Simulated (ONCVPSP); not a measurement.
# What one change does to a pseudopotential (vanadium (V), ONCV)

vanadium (V), optimised norm-conserving Vanderbilt (ONCV), made with ONCVPSP 4.0.1 (PBE, non-relativistic). Core [Ne], reference 3s2 3p6 3d3 4s2. Waves: 3s+4s: rc 1.40 bohr, ncon 4, nbas 8, qcut 6.9 1/bohr, 2 projectors; 3p: rc 1.25 bohr, ncon 4, nbas 8, qcut 9.7 1/bohr, 1 projector; 3d: rc 2.20 bohr, ncon 4, nbas 8, qcut 7.5 1/bohr, 1 projector; f scattering state at 0.37 Ha: rc 2.35 bohr, ncon 4, nbas 7, qcut 5.4 1/bohr, 2 projectors, debl 1.4 Ha. Local part: polynomial inside 1.00 bohr (lpopt 5, dvloc0 -1 Ha). Core correction: Teter function fitted to the true core (icmod 2), fcfact 0.7.

All-electron outer shells of the reference configuration (PBE, non-relativistic, ld1.x):

| shell | level (eV) | outermost node (bohr) | outermost maximum (bohr) |
| --- | --- | --- | --- |
| 2p | -501.98 | – | 0.21 |
| 3s | -69.16 | 0.38 | 0.83 |
| 3p | -43.90 | 0.35 | 0.85 |
| 3d | -5.35 | – | 0.88 |
| 4s | -4.65 | 1.18 | 2.79 |

Change: d: rc 3.02.

Cutoffs: the cutoffs (Ha) at which the residual kinetic energy of the hardest occupied pseudo-wave falls to 1 and 0.1 mHa per electron; they do not see the model core or the augmentation charge, which bear on the density cutoff. Errors are all-electron minus pseudo energies relative to the spin-unpolarised reference configuration.

**Question.** What does the change do?

**Answer.** The potential gets neither clearly harder nor softer (22 Ha and 36 Ha → 22 Ha and 36 Ha); the p channel sets the loose cutoff, while the largest relative change is in d, which becomes softer; of the 4 tests that both files solve, the error grows in 4 and shrinks in 0 by more than 15 % and 0.3 meV (median size 49.8 → 164.6 meV); neither file shows a bound ghost. More of the atom is replaced by a form fitted at one configuration, so other configurations suffer.

| quantity | base | changed |
| --- | --- | --- |
| cutoff, loose | 22 Ha | 22 Ha |
| cutoff, tight | 36 Ha | 36 Ha |
| loose cutoff by channel | s 20 Ha, p 22 Ha, d 21 Ha | s 20 Ha, p 22 Ha, d 15 Ha |
| bound ghosts | none | none |
| GHOST(+) flags under 300 eV | f at 52.1 eV | f at 52.1 eV |
| error for 3s2 3p6 3d3 4s1, meV [ΔE 7.66 eV] | +0.7 | -2.5 |
| error for 3s2 3p6 3d3 4s0, meV [ΔE 21.83 eV] | -2.1 | -44 |
| error for 3s2 3p6 3d2 4s0, meV [ΔE 50.90 eV] | +97 | +286 |
| error for 3s1 3p6 3d3 4s2, meV [ΔE 76.36 eV] | -465 | -727 |
| s: phases at 1.43 bohr within 0.05 rad from the reference energy up to (Ha; the scan ends near 5) | to the end of the scan | to the end of the scan |
| p: phases at 1.27 bohr within 0.05 rad from the reference energy up to (Ha; the scan ends near 5) | 2.8 | 2.8 |
| f: phases at 2.38 bohr within 0.05 rad from the reference energy up to (Ha; the scan ends near 5) | 3.4 | 3.4 |
| rms error of d²Exc/dni dnj with the model core, mHa | 1.22 | 2.93 |
